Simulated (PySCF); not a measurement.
A PySCF script (with the pyscf-properties extension) for the NMR shieldings of `InChI=1S/C6H9.Al.2FH/c1-2-5-4-6(5)3-1;;;/h4-6H,1-3H2;;2*1H/q;+2;;/p-2/t5-,6+;;;`, on a GFN2-xTB geometry:

```python
import basis_set_exchange as bse
import numpy as np
from pyscf import gto, dft
from pyscf.prop import nmr

atoms = """
F     4.018356    1.505234   -1.382156
Al    2.960274    0.764712   -0.356741
F     3.573446    0.249717    1.087240
C     1.056550    0.459889   -0.726740
C     0.413230   -0.794773   -0.169085
C    -0.812310   -1.302056   -0.910589
C    -1.973306   -0.457167   -0.361799
C    -1.350504    0.873527    0.090237
C     0.086955    0.524838    0.437288
H     0.650876    0.797152   -1.677727
H     1.026296   -1.514373    0.356263
H    -0.974103   -2.364354   -0.731965
H    -0.704227   -1.157024   -1.987415
H    -2.762808   -0.313607   -1.098429
H    -2.406043   -0.962515    0.502653
H    -1.876650    1.288529    0.948910
H    -1.389430    1.611285   -0.713675
H     0.454639    0.797305    1.417314
"""
names = dict.fromkeys(["F", "Al", "C", "H"], "pcSseg-1")
basis = {el: gto.basis.parse(bse.get_basis(n, elements=[el], fmt="nwchem")) for el, n in names.items()}
mol = gto.M(atom=atoms, basis=basis, charge=0, verbose=0)
mf = dft.RKS(mol, xc="PBE0")
mf.grids.level = 2
mf.grids.alignment = dft.numint.BLKSIZE   # the property module wants whole blocks of grid points
mf.conv_tol = 1e-9
mf.kernel()

calc = nmr.RKS(mf)   # GIAO
C = mf.mo_coeff
Co = C[:, mf.mo_occ > 0]
resp = mf.gen_response(singlet=True, hermi=2)
def vind(x):   # induced exchange potential for any number of trial vectors
    d = np.einsum("pi,xij,qj->xpq", C, 2 * x.reshape(-1, C.shape[1], Co.shape[1]), Co, optimize=True)
    return np.einsum("xpq,pi,qj->xij", resp(d - d.transpose(0, 2, 1)), C, Co, optimize=True).ravel()
mo1, _ = nmr.rhf.solve_mo1(calc, with_cphf=vind)
sigma = calc.kernel(mo1)
for i, s in enumerate(sigma):   # ppm
    print("%2d %-2s %9.2f" % (i, mol.atom_pure_symbol(i), np.trace(s) / 3))
```

Task: Give the expected output.

Result: 
```
 0 F     335.15
 1 Al    461.54
 2 F     347.11
 3 C     169.32
 4 C     160.14
 5 C     151.54
 6 C     150.26
 7 C     151.56
 8 C     160.14
 9 H      32.89
10 H      30.14
11 H      29.56
12 H      30.34
13 H      29.91
14 H      29.51
15 H      29.57
16 H      30.34
17 H      30.14
```

These numbers come from an equivalent density-fitted implementation of the same equations, which agrees with the script to about 0.01 ppm for H and up to a few tenths of a ppm for heavy atoms, so last digits may differ.

Size and cost of the density-fitted run: 205 basis functions, 2.2 min wall time on 1 thread of an Intel Xeon, shared host; peak memory 0.92 GiB.
